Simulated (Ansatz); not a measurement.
Frontier orbitals of C₂H₅AlFNS (`FC1N[CH2][AlH][S]1`).

The species carries charge 0 and has multiplicity 1. The structure was optimised at the PBE0-D4/def2-TZVP level. Basis def2-TZVPP, Ansatz.

```csv
functional,HOMO (eV),LUMO (eV),gap (eV)
PBE,-5.73,-1.87,3.86
r2SCAN,-6.02,-1.57,4.45
PBE0,-7.08,-1.12,5.96
r2SCAN0,-7.27,-0.95,6.32
LC-ωPBE,-9.80,0.87,10.67
ωB97M-V,-9.33,0.48,9.81
HF,-10.05,1.58,11.63
```

Against PBE, PBE0 changes HOMO and LUMO by −1.34 and +0.75 eV, ωB97M-V by −3.60 and +2.35 eV. A gap of 3.86 eV thus becomes 9.81 eV for the same molecule, so an orbital gap means little without its functional. A positive LUMO is unbound and depends on the basis.

LC-ωPBE has ω = 0.4 bohr⁻¹.
